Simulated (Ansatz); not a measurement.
Level of theory: frozen-core CCSD(T)/cc-pVQZ // B3LYP-D3(BJ)/def2-TZVP run with Ansatz (a first-principles code). The restricted HF reference is unstable towards unrestricted orbitals.

Ansatz 0.2 input:
```yaml
crystal:
  periodic: [false, false, false]
  atoms:
    - { symbol: B, position_ang: [1.825557, -0.000725, -0.305225] }
    - { symbol: B, position_ang: [0.282889, -0.002658, -0.320662] }
    - { symbol: B, position_ang: [-1.282192, -0.001064, -0.338533] }
    - { symbol: H, position_ang: [2.997219, 0.001687, -0.29397] }
    - { symbol: H, position_ang: [-1.922077, -0.859985, 0.195937] }
    - { symbol: H, position_ang: [-1.901402, 0.862742, -0.88983] }
basis:
  gaussian: { orbitals: cc-pVQZ }
correlation:
  method: ccsd_t
```

Output:

```
Functional definition: HF
1516 factors; integrals over basis functions are off by at most 1.1e-3 eV
mean field evaluation 1: about -2055.8290 eV, gradient 2.4e1 eV
mean field evaluation 2: about -2055.8300 eV, gradient 2.4e1 eV
mean field evaluation 4: about -2058.8223 eV, gradient 3.2e0 eV
mean field evaluation 8: about -2058.9470 eV, gradient 1.1e-1 eV
mean field evaluation 16: about -2058.9341 eV, gradient 9.0e-1 eV
mean field evaluation 32: about -2057.8260 eV, gradient 1.2e0 eV
mean field evaluation 64: about -2057.8313 eV, gradient 1.1e-1 eV
mean field evaluation 96: about -2050.7191 eV, gradient 2.1e-2 eV
mean field evaluation 128: about -2058.9471 eV, gradient 1.6e-4 eV
mean field -2058.94711007 eV, -75.6649106907 hartree, gradient 5.7e-6 eV, S^2 0.000000; 7 other end points of the search recorded, 0 dependent functions left out; unrestricted orbitals would lower it
determinant -2058.94711007 eV, -75.6649106907 hartree, with singles and doubles -2068.11428286 eV, -76.0017980768 hartree
determinant -2057.83141204 eV, -75.6239095442 hartree, with singles and doubles -2066.88658395 eV, -75.9566809739 hartree
3 core orbitals not correlated
reference -2058.94711007 eV, -75.6649106907 hartree; 6, 6 occupied and 246, 246 virtual orbitals, 1516 factors
second order -7.80335635 eV of doubles, -0.00000000 eV of singles
cycle   1  -8.79334663 eV  change   -7.9e-1 eV  update   3.1e-2
cycle   2  -8.83172137 eV  change   -3.8e-2 eV  update   7.6e-3
cycle   3  -8.83058825 eV  change    1.1e-3 eV  update   4.0e-3
cycle   4  -8.83218764 eV  change   -1.6e-3 eV  update   1.7e-3
cycle   5  -8.83303035 eV  change   -8.4e-4 eV  update   1.0e-3
cycle   6  -8.83330265 eV  change   -2.7e-4 eV  update   3.7e-4
cycle   7  -8.83343865 eV  change   -1.4e-4 eV  update   1.5e-4
cycle   8  -8.83346698 eV  change   -2.8e-5 eV  update   5.6e-5
cycle   9  -8.83345491 eV  change    1.2e-5 eV  update   2.5e-5
cycle  10  -8.83345019 eV  change    4.7e-6 eV  update   1.1e-5
perturbative correction -0.40588731 eV, -0.0149160836 hartree
Total energy: -2068.18644757 eV, -76.0044500811 hartree
```

Cost: around 70 core-seconds (rough).
